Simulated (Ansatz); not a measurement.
`FC(I)CI` + H₂ → `CC(F)I` + HI at 700 K and 1 bar (hydrogenolysis of a C–I bond).

Isolated molecules relaxed with PBE0-D4/def2-TZVP in Ansatz; ΔE leaves out vibrations. CCSD(T)/CBS adds triple-zeta CCSD(T) − MP2 to the extrapolated MP2 energy (def2 sets, frozen cores). This one scheme is used for every species. Elements past krypton have def2 core potentials. For I outer-core shells are correlated without core-valence functions, which leaves a few kJ/mol of doubt a bond. Each species was taken in one conformer, which may not be the lowest.

| species | CCSD(T)/CBS energy (Eh) | H − E (kJ/mol) | S (J/(mol·K)) |
| --- | --- | --- | --- |
| `FC(I)CI` | -772.57591 | 190.5 | 457.2 |
| H₂ | -1.17544 | 46.8 | 155.3 |
| `CC(F)I` | -475.73937 | 207.2 | 394.5 |
| HI | -298.03592 | 34.6 | 231.7 |

H − E and S are ideal-gas, rigid-rotor, harmonic terms from PBE0-D4/def2-TZVP, for one conformer and one mirror image of each species. The MP2-based limit puts H₂ 0.8 mEh under its directly extrapolated value; such offsets cancel only in part. 1 Eh = 2625.50 kJ/mol, R = 8.31446 J/(mol·K).

Question: By hand: ΔE, ΔH, ΔS and ΔG.

Answer: ΔE = (-475.73937) + (-298.03592) − (-772.57591) − (-1.17544) = -0.02394 Eh = -62.9 kJ/mol. Δ(H − E) = 207.2 + 34.6 − 190.5 − 46.8 = 4.5, so ΔH = -58.4 kJ/mol. ΔS = 394.5 + 231.7 − 457.2 − 155.3 = 13.7 J/(mol·K). ΔG = -58.4 − 700 × (13.7)/1000 = -68.0 kJ/mol.

Question: By hand: the equilibrium constant, and the temperature at which ΔG would vanish if ΔH and ΔS stayed fixed.

Answer: log₁₀ K = −ΔG/(RT ln 10) = 5.1. ΔH and −TΔS have one sign here, so there is no such temperature.

The number of gas molecules stays the same, so ΔS is small and ΔH decides. A doubt of 5 kJ/mol in ΔE shifts log₁₀ K by 0.4 here. Other conformers and mirror images would add mixing entropy, several J/(mol·K) or more a flexible species. These are equilibria of isolated gas molecules and say nothing of rates. Largest T1 diagnostic: 0.010 (customary marks: 0.02 for closed shells, 0.045 for open ones).
